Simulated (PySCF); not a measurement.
Isomers of CH5NSi. Gas-phase values, no solvent. One relaxed conformer stands for each flexible species; it need not be the lowest. Strings in code marks are SMILES.

The brightest of the four lowest singlets (TDA) from two functionals at the same geometries (r2SCAN-D4/def2-TZVP), both in PySCF: PBE-D3(BJ)/def2-TZVP and r2SCAN-D4/def2-TZVP. Excitations are Tamm–Dancoff values on a coarser integration grid. The basis has no diffuse functions, so Rydberg states are missing or too high.

| species | PBE-D3(BJ)/def2-TZVP (eV) | r2SCAN-D4/def2-TZVP (eV) |
|---|---|---|
| `C=[SiH]N` | 5.52 | 5.76 |
| `NC=[SiH2]` | 4.90 | 5.06 |
| `C=N[SiH3]` | 6.48 | 6.97 |
| `[H]/N=[SiH]\C` | 6.53 | 6.96 |

Over these rows, drawn at random from the members with no instability flagged (it was tested for open shells, ions and some series alone), PBE minus r2SCAN-D4: mean -0.33 eV, from -0.49 eV to -0.16 eV.
